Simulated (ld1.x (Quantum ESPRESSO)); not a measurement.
Building the TM potential for S (Z = 16) (LDA (PZ), scalar-relativistic).

Input for ld1.x (Quantum ESPRESSO) 7.5:

```
&input
   title='S', zed=16., rel=1, dft='PZ', iswitch=3,
   config='[Ne] 3s2 3p3',
   nld=2, rlderiv=1.75, eminld=-4.0, emaxld=5.0, deld=0.02
 /
 &inputp
   pseudotype=2, tm=.true., lloc=-2, rcloc=1.50,
   nlcc=.false.,
   file_pseudopw='S.UPF', file_wfcaegen='ae.wfc', file_wfcncgen='nc.wfc', file_beta='beta', file_chi='chi'
 /
2
3S  1  0   2.00   0.00  1.45  1.45  0.0
3P  2  1   3.00   0.00  1.60  1.60  0.0
 &test
   configts(1)='3s2 3p3'
 /
```

Command:

```bash
ld1.x < S.in > S.out
```

Resulting log (shortened: banner, matrices, multipoles, cross overlaps and the repeated all-electron block are left out):

```
Program LD1 v.7.5
     --------------------------- All-electron run ----------------------------

     S
     scalar relativistic calculation

     atomic number is 16.00
     dft =PZ   lsd =0 sic =0 latt =0  beta=0.20 tr2=1.0E-14
     Exchange-correlation= PZ
                           (   1   1   0   0   0   0   0)
     mesh =1151 r(mesh) =  99.72449 a.u. xmin = -7.00 dx = 0.01250
     1 Ry =  13.60569312 eV, c = 137.03599908

     n l     nl                  e(Ry)          e(Ha)          e(eV)
     1 0     1S 1( 2.00)      -177.0717       -88.5358     -2409.1832
     2 0     2S 1( 2.00)       -16.3544        -8.1772      -222.5125
     2 1     2P 1( 6.00)       -12.3671        -6.1835      -168.2625
     3 0     3S 1( 2.00)        -2.0310        -1.0155       -27.6328
     3 1     3P 1( 3.00)        -1.2409        -0.6205       -16.8836

     final scf error:  5.1E-15 reached in  30 iterations

     Etot =    -794.789283 Ry,    -397.394641 Ha,  -10813.659079 eV

     Ekin =     797.208285 Ry,     398.604142 Ha,   10846.571276 eV
     Encl =   -1885.559762 Ry,    -942.779881 Ha,  -25654.347490 eV
     Eh   =     341.337042 Ry,     170.668521 Ha,    4644.127046 eV
     Exc  =     -47.774847 Ry,     -23.887424 Ha,    -650.009911 eV

     normalization and overlap integrals

     s(1S/1S) =  1.000000  <r> =   0.0972  <r2> =    0.0127  r(max) =   0.0633
     s(2S/2S) =  1.000000  <r> =   0.4808  <r2> =    0.2753  r(max) =   0.3877
     s(2P/2P) =  1.000000  <r> =   0.4431  <r2> =    0.2457  r(max) =   0.3254
     s(3S/3S) =  1.000000  <r> =   1.6362  <r2> =    3.0969  r(max) =   1.3874
     s(3P/3P) =  1.000000  <r> =   1.8941  <r2> =    4.2319  r(max) =   1.5526

     ------------------------ End of All-electron run ------------------------

     --------------------- Generating NC pseudopotential ---------------------

      Generating local potential from pseudized AE potential:
      Matching radius rcloc =   1.5000
      Enforcing V''(0)=0 (lloc=-2)

      Local pseudo, rcloc= 1.495 Estimated cut-off energy=    13.52 Ry

      Wfc   3S  rcut= 1.459  Using Troullier-Martins method

      Wfc   3P  rcut= 1.612  Using Troullier-Martins method

     ------------------- End of pseudopotential generation -------------------

     Computing logarithmic derivative in   1.74836
     Computing logarithmic derivative in   1.74836
     Computing the partial wave expansion
     R is outside the sphere for l=    0 j= 0.00
     R is outside the sphere for l=    1 j= 0.00

     ---------------------- Testing the pseudopotential ----------------------

     S
     scalar relativistic calculation

     atomic number is 16.00   valence charge is  6.00
     dft =PZ   lsd =0 sic =0 latt =0  beta=0.20 tr2=1.0E-14
     mesh =1151 r(mesh) =  99.72449 xmin = -7.00 dx = 0.01250

     n l     nl             e AE (Ry)        e PS (Ry)    De AE-PS (Ry)
     1 0     3S   1( 2.00)       -2.03097       -2.03098        0.00001
     2 1     3P   1( 3.00)       -1.24092       -1.24093        0.00000

     eps = 1.2E-16  iter =  4

     Etot =    -794.789283 Ry,    -397.394641 Ha,  -10813.659079 eV
     Etotps =   -19.292298 Ry,      -9.646149 Ha,    -262.485087 eV

     Ekin =       6.617162 Ry,       3.308581 Ha,      90.031081 eV
     Encl =     -37.038882 Ry,     -18.519441 Ha,    -503.939657 eV
     Ehrt =      12.562970 Ry,       6.281485 Ha,     170.927913 eV
     Ecxc =      -3.453744 Ry,      -1.726872 Ha,     -46.990583 eV
     Epseu=       2.020195 Ry,       1.010098 Ha,      27.486159 eV

     ---------------------- End of pseudopotential test ----------------------
```

Generation and configuration tests took about 3.5 s on one core of a shared server CPU.
